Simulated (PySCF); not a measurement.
YOCl, SMILES [O]=[Y][Cl]. Geometry: PBE-D3(BJ)/def2-TZVP. The def2 effective core potentials stand for the cores of Y; spin–orbit coupling is left out.

Computed with PBE-D3(BJ)/def2-TZVP (PySCF).

Harmonic wavenumbers (cm⁻¹): 133, 330, 834. Rotational constants (GHz): 16.44, 2.560, 2.215; symmetry number 1.

Q: Work out the zero-point energy and the ideal-gas rigid-rotor harmonic-oscillator thermochemistry at 298.15 K and 1 atm.

A: ZPE = ½ Σ hcν = ½ × 1296 cm⁻¹ = 7.75 kJ/mol. H − E(el) = 20.63 kJ/mol. Entropy in J/(mol K): translation 170.41, rotation 107.31, vibration 18.20, total 295.92. G − E(el) = -67.60 kJ/mol. Cp = 50.55 J/(mol K). Modes under 150 cm⁻¹ make the vibrational entropy uncertain.
